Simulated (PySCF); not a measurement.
## What an electron can do to GeO

PBE in PySCF with def2-TZVPPD on every atom, for the lowest determinant that a PBE0 search found; no spin–orbit coupling.

```tsv
species	state (unpaired electrons)	Re (Å)	ωe (cm⁻¹)	energy of the minimum from the neutral (eV)	De (eV)	dissociates to
GeO	singlet (closed shell)	1.648	955	0.00	7.35	Ge + O
GeO⁺	doublet (π ↑)	1.801	702	11.03	4.22	Ge⁺ + O
```

Question: Work out the lowest energy to break GeO into atoms, from its vibrational ground state.

Answer: D0 = De − ωe/2 = 7.35 − 0.06 = 7.29 eV (PBE/def2-TZVPPD).

Question: Work out the ionisation energy of the Ge atom at this level and the threshold of dissociative ionisation.

Answer: IE(Ge) = 11.03 + 4.22 − 7.35 = 7.90 eV, so Ge⁺ + O + e⁻ appears at D0 + IE(Ge) = 15.19 eV (PBE/def2-TZVPPD). The measured IE(Ge) is 7.899 eV (NIST ASD).

These are thermodynamic thresholds; the onsets seen under electron impact lie higher where the geometry changes, and cross-sections peak well above them.

For an ion De counts to the pair picked by the measured ionisation energies or electron affinities, which need not be the lowest pair at this level. States were picked by a PBE0 search and need not be the measured ground states.
